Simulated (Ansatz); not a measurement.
CH3Si (SMILES C[Si]), doublet, geometry from GFN2-xTB; HF/pcseg-1 (Ansatz, an electronic-structure program).

The Ansatz input:
Ansatz 0.2 input:
```yaml
crystal:
  periodic: [false, false, false]
  atoms:
    - {symbol: C, position_ang: [-1.13014189, 0.00566523, -0.00711113]}
    - {symbol: Si, position_ang: [0.81261806, -0.00407353, 0.00511319]}
    - {symbol: H, position_ang: [-1.52987408, -0.60088156, -0.82180865]}
    - {symbol: H, position_ang: [-1.52612189, 1.01530756, -0.13055784]}
    - {symbol: H, position_ang: [-1.53980551, -0.39138794, 0.92344859]}
basis:
  gaussian:
    orbitals: pcseg-1.json
hamiltonian:
  xc: hf
magnetization: {spin_polarized: true, initial_magnetization: 1}
scf: {lower_state_search: full}
```
The basis file holds pcseg-1 in the JSON format of the Basis Set Exchange.

### Question
Predict the main parts of the log of this Ansatz run.

### Answer

```
Functional definition: HF
486 factors; integrals over basis functions are off by at most 9.2e-4 eV
mean field evaluation 1: about -8935.3074 eV, gradient 1.7e1 eV
mean field evaluation 2: about -8935.3527 eV, gradient 1.7e1 eV
mean field evaluation 4: about -8937.1608 eV, gradient 1.7e0 eV
mean field evaluation 8: about -8937.2027 eV, gradient 9.9e-2 eV
mean field evaluation 16: about -8937.2032 eV, gradient 7.3e-6 eV
mean field evaluation 32: about -8937.2030 eV, gradient 7.1e-3 eV
mean field evaluation 64: about -8937.2029 eV, gradient 3.3e-4 eV
mean field evaluation 96: about -8936.9687 eV, gradient 1.6e0 eV
mean field evaluation 128: about -8937.2029 eV, gradient 1.8e-4 eV
mean field evaluation 160: about -8937.2029 eV, gradient 3.2e-2 eV
mean field evaluation 192: about -8937.2032 eV, gradient 3.3e-4 eV
mean field evaluation 224: about -8925.8547 eV, gradient 3.5e0 eV
mean field -8937.20315229 eV, -328.4361579927 hartree, gradient 7.3e-6 eV, S^2 0.764133; 6 other end points of the search recorded, 0 dependent functions left out
reference -8937.20315229 eV, -328.4361579927 hartree; 12, 11 occupied and 35, 36 virtual orbitals, 486 factors
Total energy: -8937.20315229 eV, -328.4361579927 hartree
```
